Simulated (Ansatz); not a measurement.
Two members of one family (Same ligands, another metal), computed with Ansatz in the gas phase. The two geometries come from different levels. HOMO and LUMO are taken over both spins. Binding counts from free atoms in the multiplicity of their measured ground term, without zero-point energy. Singlets are spin-restricted. The structures are stationary points that may keep the symmetry of their start. Remarks come from the PBE and PBE0 runs and from stability tests at other levels; not every state was tested. HOMO above LUMO (over both spins in singlets and doublets, within one spin in higher multiplets; at PBE or PBE0), or a gap under 0.15 eV within one spin, warns that the state may not be the lowest or that an electron is smeared out.

First: MnF3 (quintet, charge 0, r2SCAN-D4/def2-TZVP geometry).

Cartesian coordinates in Å:
```
Mn -0.0961 -0.1297 -0.1095
F 0.7525 1.0163 0.8563
F -1.7761 0.0279 0.3407
F 1.1196 -0.9145 -1.0875
```

```
                level  HOMO (eV)  LUMO (eV)  gap (eV)  binding per atom (eV)
LDA (SPW92)/def2-TZVP      -7.16      -6.13      1.03                   4.34
 r2SCANh-D4/def2-TZVP      -8.95      -5.59      3.36                   3.41
   BHLYP-D4/def2-TZVP     -12.55      -3.83      8.72                   2.90
    LC-ωPBE/def2-TZVP     -12.64      -2.60     10.04                   3.49
    ωB97X-V/def2-TZVP     -12.44      -2.54      9.90                   3.39
```

Metal–donor distances: 3 × F 1.72 to 1.75 Å. Remarks: HOMO above LUMO (singlet), restricted SCF unstable (singlet), spin-contaminated (⟨S²⟩ up to 2.93) (triplet).

Second: CoF3 (quintet, charge 0, PBE0-D4/def2-TZVP geometry).

```xyz
4

Co    0.0001   -0.0001    0.0003
F     0.7212    0.0785   -1.5584
F    -1.6466    0.4456    0.2080
F     0.9253   -0.5241    1.3501
```

What does the change do? Estimate second minus first.


```csv
level,Δ HOMO (eV),Δ LUMO (eV),Δ gap (eV),Δ binding per atom (eV)
LDA (SPW92)/def2-TZVP,-0.97,-1.29,-0.33,-0.24
r2SCANh-D4/def2-TZVP,-1.13,-0.45,0.68,-0.17
BHLYP-D4/def2-TZVP,-0.93,0.14,1.07,-0.04
LC-ωPBE/def2-TZVP,-1.23,-0.72,0.51,-0.32
ωB97X-V/def2-TZVP,-1.26,-0.65,0.61,-0.20
```

Metal–donor distances: 3 × F 1.72 Å. Remarks: restricted SCF unstable (singlet), spin-contaminated (⟨S²⟩ up to 2.41) (triplet).
